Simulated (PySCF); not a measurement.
Computed IR spectrum (relative IR intensity) of a molecule C₂H₆BF₂N. Geometry optimised at PBE-D3(BJ)/def2-SVP. One conformer was computed; it need not be the lowest. Method: PBE-D3(BJ)/def2-SVP (PySCF). Harmonic, unscaled wavenumbers; measured fundamentals usually lie a few per cent lower.

```json
[
 {"ν (cm⁻¹)": "87", "relative intensity": "4.2"},
 {"ν (cm⁻¹)": "158", "relative intensity": "4.4"},
 {"ν (cm⁻¹)": "207", "relative intensity": "4.8"},
 {"ν (cm⁻¹)": "324", "relative intensity": "5.8"},
 {"ν (cm⁻¹)": "505", "relative intensity": "3.5"},
 {"ν (cm⁻¹)": "577", "relative intensity": "91"},
 {"ν (cm⁻¹)": "1003", "relative intensity": "89"},
 {"ν (cm⁻¹)": "1041", "relative intensity": "32"},
 {"ν (cm⁻¹)": "1121", "relative intensity": "4.2"},
 {"ν (cm⁻¹)": "1287", "relative intensity": "5.6"},
 {"ν (cm⁻¹)": "1339", "relative intensity": "5.0"},
 {"ν (cm⁻¹)": "1376", "relative intensity": "8.0"},
 {"ν (cm⁻¹)": "1393", "relative intensity": "4.8"},
 {"ν (cm⁻¹)": "1535", "relative intensity": "100"},
 {"ν (cm⁻¹)": "2931", "relative intensity": "33"},
 {"ν (cm⁻¹)": "2973", "relative intensity": "33"},
 {"ν (cm⁻¹)": "3498", "relative intensity": "19"},
 {"ν (cm⁻¹)": "3613", "relative intensity": "32"}
]
```

Problem. Pick the molecule that these values belong to.
(A) CN(C)B(F)F
(B) NB(CF)CF
(C) C[C@@H](F)B(N)F
(D) CCNB(F)F

Solution. B, NB(CF)CF
